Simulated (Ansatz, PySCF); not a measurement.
Gas-phase reaction (SMILES): CCB(N)N [diaminoboranylethane] + F (HF) -> NB(N)F + CC (C2H6) [ethane]; hydrogen fluoride cleaves one B-C bond, a model of a ligand-exchange step.

Geometries: B3LYP-D3(BJ)/def2-TZVP minima from Ansatz (a quantum-chemistry and plane-wave program), one conformer each, not searched for the lowest. Correlated levels leave the core frozen unless marked. Spin-orbit coupling is left out. Non-relativistic. CBS(X,Y): correlation extrapolated as X^-3; Hartree-Fock from the larger set. The bracket is a focal-point correction in the basis named. Thermal terms are rigid-rotor harmonic-oscillator values from B3LYP-D3(BJ) frequencies (Ansatz or PySCF) at 298.15 K and 1 atm. 1 Eh = 627.5095 kcal/mol.

```json
[
 {"species": "CCB(N)N", "E, RI-MP2/CBS(cc-pVTZ,cc-pVQZ)+[CCSD(T)-MP2]/cc-pVTZ (Ansatz) (Eh)": "-215.82281", "E, B3LYP-D3(BJ)/def2-TZVPD (Ansatz + dftd3) (Eh)": "-216.19884", "H - E (Eh)": "0.13139"},
 {"species": "F (HF)", "E, RI-MP2/CBS(cc-pVTZ,cc-pVQZ)+[CCSD(T)-MP2]/cc-pVTZ (Ansatz) (Eh)": "-100.39237", "E, B3LYP-D3(BJ)/def2-TZVPD (Ansatz + dftd3) (Eh)": "-100.49389", "H - E (Eh)": "0.01259"},
 {"species": "NB(N)F", "E, RI-MP2/CBS(cc-pVTZ,cc-pVQZ)+[CCSD(T)-MP2]/cc-pVTZ (Ansatz) (Eh)": "-236.54942", "E, B3LYP-D3(BJ)/def2-TZVPD (Ansatz + dftd3) (Eh)": "-236.87830", "H - E (Eh)": "0.06612"},
 {"species": "CC (C2H6)", "E, RI-MP2/CBS(cc-pVTZ,cc-pVQZ)+[CCSD(T)-MP2]/cc-pVTZ (Ansatz) (Eh)": "-79.71807", "E, B3LYP-D3(BJ)/def2-TZVPD (Ansatz + dftd3) (Eh)": "-79.86964", "H - E (Eh)": "0.07887"}
]
```

Task: Work out ΔE and ΔH at 298.15 K at the first level, then ΔH at the second.

Result: 
1. ΔE = [(-236.54942) + (-79.71807)] - [(-215.82281) + (-100.39237)] = -0.05231 Eh = -32.8 kcal/mol at RI-MP2/CBS(cc-pVTZ,cc-pVQZ)+[CCSD(T)-MP2]/cc-pVTZ.
2. The terms H - E add up to 0.00101 Eh, so ΔH = (-0.05231 + (0.00101))×627.5095 = -32.2 kcal/mol.
3. At B3LYP-D3(BJ)/def2-TZVPD the same steps give ΔE = -34.6 and ΔH = -34.0 kcal/mol, a shift of -1.8 from the first level.
4. These values are not checked against measurement here, since the tables used lack a sound gas-phase enthalpy of formation for at least one species.
